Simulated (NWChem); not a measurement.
System: 1,5-cyclooctadiene (C₈H₁₂); SMILES C1=CCCC=CCC1

The following NWChem deck was run.

```
start job
memory heap 200 mb stack 900 mb global 1100 mb
geometry units angstroms noautoz
  C     -0.669177    -1.730378     0.120716
  C      0.669303    -1.730327     0.120704
  C      1.573728    -0.654231    -0.415622
  C      1.573730     0.654226     0.415622
  C      0.669309     1.730325    -0.120705
  C     -0.669171     1.730380    -0.120717
  C     -1.573778     0.654261     0.415655
  C     -1.573781    -0.654255    -0.415654
  H     -1.166405    -2.593255     0.579350
  H      1.166461    -2.593122     0.579311
  H      1.301279    -0.410497    -1.457647
  H      2.599422    -1.051103    -0.454790
  H      2.599424     1.051095     0.454792
  H      1.301279     0.410494     1.457647
  H      1.166470     2.593116    -0.579312
  H     -1.166397     2.593258    -0.579353
  H     -1.301304     0.410442     1.457727
  H     -2.599542     1.051195     0.454836
  H     -1.301308    -0.410438    -1.457727
  H     -2.599545    -1.051187    -0.454834
end
basis spherical
  * library def2-svp
end
dft
  xc xpbe96 cpbe96
  iterations 150
  semidirect filesize 400000000
  mulliken
end
task dft energy
```

Parts of the log:

```
             Northwest Computational Chemistry Package (NWChem) 7.3.0
             --------------------------------------------------------

 C1  symmetry detected

                             Geometry "geometry" -> ""
                             -------------------------

 Output coordinates in angstroms (scale by  1.889725989 to convert to a.u.)

  No.       Tag          Charge          X              Y              Z
 ---- ---------------- ---------- -------------- -------------- --------------
    1 C                    6.0000    -0.66918656    -1.72943770     0.13353344
    2 C                    6.0000     0.66929344    -1.72938371     0.13352115
    3 C                    6.0000     1.57371601    -0.65728891    -0.41076306
    4 C                    6.0000     1.57371492     0.65729102     0.41076352
    5 C                    6.0000     0.66929149     1.72938465    -0.13352185
    6 C                    6.0000    -0.66918851     1.72943648    -0.13353435
    7 C                    6.0000    -1.57379308     0.65731902     0.41079604
    8 C                    6.0000    -1.57379299    -0.65732039    -0.41079510
    9 H                    1.0000    -1.16641261    -2.58889406     0.59854804
   10 H                    1.0000     1.16645339    -2.58875598     0.59850821
   11 H                    1.0000     1.30126654    -0.42128279    -1.45456535
   12 H                    1.0000     2.59941093    -1.05443785    -0.44698942
   13 H                    1.0000     2.59940801     1.05444171     0.44699203
   14 H                    1.0000     1.30126440     0.42128565     1.45456575
   15 H                    1.0000     1.16645055     2.58875521    -0.59850881
   16 H                    1.0000    -1.16641645     2.58889153    -0.59855102
   17 H                    1.0000    -1.30131860     0.42122825     1.45464596
   18 H                    1.0000    -2.59955799     1.05453006     0.44703493
   19 H                    1.0000    -1.30132046    -0.42123037    -1.45464596
   20 H                    1.0000    -2.59955607    -1.05453415    -0.44703315

 Effective nuclear repulsion energy (a.u.)     364.4485220775

  pbe96 is a nonlocal functional; adding pw91lda local functional.

                                 NWChem DFT Module
                                 -----------------

 Summary of "ao basis" -> "ao basis" (spherical)
 ------------------------------------------------------------------------------
       Tag                 Description            Shells   Functions and Types
 ---------------- ------------------------------  ------  ---------------------
 C                          def2-svp                 6       14   3s2p1d
 H                          def2-svp                 3        5   2s1p

            General Information
            -------------------
          SCF calculation type: DFT
          Wavefunction type:  closed shell.
          No. of atoms     :    20
          No. of electrons :    60
           Alpha electrons :    30
            Beta electrons :    30
          Charge           :     0
          Spin multiplicity:     1
          Use of symmetry is: off; symmetry adaption is: off
          Maximum number of iterations: 150
          AO basis - number of functions:   172
                     number of shells:    84
          Convergence on energy requested:  1.00D-06
          Convergence on density requested:  1.00D-05
          Convergence on gradient requested:  5.00D-04

              XC Information
              --------------
          PerdewBurkeErnzerhof Exchange Functional  1.000
            Perdew 1991 LDA Correlation Functional  1.000 local
           PerdewBurkeErnz. Correlation Functional  1.000 non-local

             Grid Information
             ----------------
          Grid used for XC integration:  medium
          Radial quadrature: Mura-Knowles
          Angular quadrature: Lebedev.
          Tag              B.-S. Rad. Rad. Pts. Rad. Cut. Ang. Pts.
          ---              ---------- --------- --------- ---------
          C                   0.70       49          12.0       434
          H                   0.35       45          13.0       434
          Grid pruning is: on
          Number of quadrature shells:   932
          Spatial weights used:  Erf1

      Superposition of Atomic Density Guess
      -------------------------------------

 Sum of atomic energies:        -306.98983234

      Non-variational initial energy
      ------------------------------

 Total energy =    -312.902041
 1-e energy   =   -1132.568555
 2-e energy   =     455.217991
 HOMO         =      -0.278567
 LUMO         =      -0.010761

------------------------------------------------------------
EAF file 0: "./job.aoints.0" size=385351680 bytes
------------------------------------------------------------
               write      read    awrite     aread      wait
               -----      ----    ------     -----      ----
     calls:      735         0         0         0         0
   data(b): 3.85e+08  0.00e+00  0.00e+00  0.00e+00
   time(s): 0.00e+00  0.00e+00  0.00e+00  0.00e+00  0.00e+00
rate(mb/s): 0.00e+00  0.00e+00
------------------------------------------------------------

     ---------------------------------------------
      Total Density - Mulliken Population Analysis
     ---------------------------------------------

    Atom       Charge   Shell Charges
 -----------   ------   -------------------------------------------------------
    1 C    6     6.18   1.99  0.97  0.26  1.96  0.96  0.04
    2 C    6     6.18   1.99  0.97  0.26  1.96  0.96  0.04
    3 C    6     6.09   1.99  0.97  0.13  1.99  0.98  0.03
    4 C    6     6.09   1.99  0.97  0.13  1.99  0.98  0.03
    5 C    6     6.18   1.99  0.97  0.26  1.96  0.96  0.04
    6 C    6     6.18   1.99  0.97  0.26  1.96  0.96  0.04
    7 C    6     6.10   1.99  0.97  0.13  1.99  0.98  0.03
    8 C    6     6.10   1.99  0.97  0.13  1.99  0.98  0.03
    9 H    1     0.91   0.68  0.21  0.02
   10 H    1     0.91   0.68  0.21  0.02
   11 H    1     0.90   0.67  0.20  0.02
   12 H    1     0.91   0.68  0.20  0.02
   13 H    1     0.91   0.68  0.20  0.02
   14 H    1     0.90   0.67  0.20  0.02
   15 H    1     0.91   0.68  0.21  0.02
   16 H    1     0.91   0.68  0.21  0.02
   17 H    1     0.90   0.67  0.20  0.02
   18 H    1     0.91   0.68  0.20  0.02
   19 H    1     0.90   0.67  0.20  0.02
   20 H    1     0.91   0.68  0.20  0.02

   convergence    iter        energy       DeltaE   RMS-Dens  Diis-err
 ---------------- ----- ----------------- --------- --------- ---------
 d= 0,ls=0.0,diis     1   -311.3078769690 -6.76D+02  6.47D-03  5.73D-01
 d= 0,ls=0.0,diis     2   -311.3655347628 -5.77D-02  2.31D-03  3.07D-02
 d= 0,ls=0.0,diis     3   -311.3656717942 -1.37D-04  1.04D-03  3.24D-02
 d= 0,ls=0.0,diis     4   -311.3696712958 -4.00D-03  2.04D-04  9.37D-04
 d= 0,ls=0.0,diis     5   -311.3697893253 -1.18D-04  5.21D-05  3.91D-05
  Resetting Diis
 d= 0,ls=0.0,diis     6   -311.3697935713 -4.25D-06  1.44D-05  6.43D-06
 d= 0,ls=0.0,diis     7   -311.3697944040 -8.33D-07  1.28D-05  5.66D-07
 d= 0,ls=0.0,diis     8   -311.3697938225  5.81D-07  9.52D-06  4.56D-06

         Total DFT energy =     -311.369793822524
      One electron energy =    -1140.841971886056
           Coulomb energy =      512.386260180743
    Exchange-Corr. energy =      -47.362604194697
 Nuclear repulsion energy =      364.448522077486

 Numeric. integr. density =       59.999729488337

                       DFT Final Molecular Orbital Analysis
                       ------------------------------------

 Vector   28  Occ=2.000000D+00  E=-2.620914D-01
              MO Center= -4.9D-04, -1.6D-06,  4.3D-07, r^2= 5.4D+00
   Bfn.  Coefficient  Atom+Function         Bfn.  Coefficient  Atom+Function
  ----- ------------  ---------------      ----- ------------  ---------------
    33      0.172958   3 C  py               47     -0.172958   4 C  py
    89      0.173020   7 C  py              103     -0.173019   8 C  py
   113     -0.166323   9 H  s               118      0.166298  10 H  s
   143      0.166297  15 H  s               148     -0.166323  16 H  s
     5      0.163090   1 C  py               19     -0.163047   2 C  py

 Vector   29  Occ=2.000000D+00  E=-2.203209D-01
              MO Center=  7.6D-05,  4.6D-07, -5.8D-07, r^2= 4.6D+00
   Bfn.  Coefficient  Atom+Function         Bfn.  Coefficient  Atom+Function
  ----- ------------  ---------------      ----- ------------  ---------------
     6      0.257050   1 C  pz               20      0.257058   2 C  pz
    62      0.257058   5 C  pz               76      0.257049   6 C  pz
     9      0.165292   1 C  pz               23      0.165299   2 C  pz
    65      0.165299   5 C  pz               79      0.165292   6 C  pz
     5      0.120785   1 C  py               19      0.120785   2 C  py

 Vector   30  Occ=2.000000D+00  E=-2.029825D-01
              MO Center=  3.5D-05, -1.0D-06, -1.7D-07, r^2= 4.6D+00
   Bfn.  Coefficient  Atom+Function         Bfn.  Coefficient  Atom+Function
  ----- ------------  ---------------      ----- ------------  ---------------
     6      0.225903   1 C  pz               20      0.225902   2 C  pz
    62     -0.225902   5 C  pz               76     -0.225903   6 C  pz
     9      0.160403   1 C  pz               23      0.160405   2 C  pz
    65     -0.160405   5 C  pz               79     -0.160402   6 C  pz
     5      0.139837   1 C  py               19      0.139827   2 C  py

[...]
```

Level: PBE/def2-SVP. All runs use the structure optimised with PBE0/def2-SVP. No frequency run checked for a minimum.
